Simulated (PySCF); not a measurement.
A PySCF script (with the pyscf-properties extension) for the NMR shieldings of SMILES CB(C)P1C[C@@H]1[SiH3], C₄H₁₂BPSi, on a GFN2-xTB geometry:

```python
import basis_set_exchange as bse
import numpy as np
from pyscf import gto, dft
from pyscf.prop import nmr

atoms = """
C    -1.069040    1.372920   -0.458642
B    -1.223684   -0.190422   -0.351264
C    -2.388535   -0.897749   -1.144764
P    -0.217407   -1.358650    0.798978
C     0.872036   -0.166086    1.712940
C     1.567094   -0.817833    0.562367
Si    2.253748    0.133661   -0.919254
H    -1.734935    1.829899    0.276729
H    -0.072043    1.761768   -0.263581
H    -1.387047    1.746436   -1.430680
H    -2.848211   -1.708833   -0.580420
H    -1.970229   -1.362574   -2.039954
H    -3.176562   -0.225668   -1.479516
H     1.155644   -0.478662    2.711384
H     0.644716    0.888905    1.647946
H     2.211409   -1.640871    0.866738
H     3.464621   -0.571426   -1.344217
H     2.593418    1.494002   -0.485051
H     1.315204    0.200432   -2.041707
"""
names = dict.fromkeys(["C", "B", "P", "Si", "H"], "pcSseg-1")
basis = {el: gto.basis.parse(bse.get_basis(n, elements=[el], fmt="nwchem")) for el, n in names.items()}
mol = gto.M(atom=atoms, basis=basis, charge=0, verbose=0)
mf = dft.RKS(mol, xc="PBE0")
mf.grids.level = 2
mf.grids.alignment = dft.numint.BLKSIZE   # the property module wants whole blocks of grid points
mf.conv_tol = 1e-9
mf.kernel()

calc = nmr.RKS(mf)   # GIAO
C = mf.mo_coeff
Co = C[:, mf.mo_occ > 0]
resp = mf.gen_response(singlet=True, hermi=2)
def vind(x):   # induced exchange potential for any number of trial vectors
    d = np.einsum("pi,xij,qj->xpq", C, 2 * x.reshape(-1, C.shape[1], Co.shape[1]), Co, optimize=True)
    return np.einsum("xpq,pi,qj->xij", resp(d - d.transpose(0, 2, 1)), C, Co, optimize=True).ravel()
mo1, _ = nmr.rhf.solve_mo1(calc, with_cphf=vind)
sigma = calc.kernel(mo1)
for i, s in enumerate(sigma):   # ppm
    w = np.linalg.eigvalsh((s + s.T) / 2)
    print("%2d %-2s iso %8.1f  s11 %8.1f  s22 %8.1f  s33 %8.1f" % (i, mol.atom_pure_symbol(i), w.mean(), *w))
```

**Question.** What are the results?

**Answer.** 
```
 0 C  iso    168.7  s11    145.3  s22    175.4  s33    185.2
 1 B  iso     -3.8  s11    -76.3  s22    -53.4  s33    118.4
 2 C  iso    163.1  s11    132.4  s22    172.1  s33    185.0
 3 P  iso    588.9  s11    299.2  s22    497.4  s33    970.2
 4 C  iso    166.3  s11    145.6  s22    169.4  s33    183.8
 5 C  iso    181.2  s11    153.9  s22    189.9  s33    199.8
 6 Si iso    408.3  s11    366.3  s22    398.7  s33    460.0
 7 H  iso     31.3  s11     26.6  s22     29.7  s33     37.5
 8 H  iso     30.8  s11     26.0  s22     31.9  s33     34.6
 9 H  iso     30.4  s11     26.7  s22     29.0  s33     35.4
10 H  iso     29.9  s11     25.8  s22     30.2  s33     33.8
11 H  iso     30.9  s11     27.4  s22     29.4  s33     35.7
12 H  iso     30.4  s11     26.4  s22     29.4  s33     35.3
13 H  iso     29.9  s11     24.0  s22     24.8  s33     40.8
14 H  iso     30.0  s11     24.3  s22     27.9  s33     37.7
15 H  iso     30.7  s11     23.4  s22     26.6  s33     42.2
16 H  iso     27.3  s11     23.8  s22     24.8  s33     33.3
17 H  iso     27.3  s11     24.0  s22     25.3  s33     32.7
18 H  iso     28.2  s11     23.6  s22     28.4  s33     32.5
```

These numbers come from an equivalent density-fitted implementation of the same equations, which agrees with the script to about 0.01 ppm for H and up to a few tenths of a ppm for heavy atoms, so last digits may differ.

Size and cost of the density-fitted run: 193 basis functions, 48 s wall time on 1 thread of an Intel Xeon Platinum 8488C, shared host; peak memory 0.86 GiB.
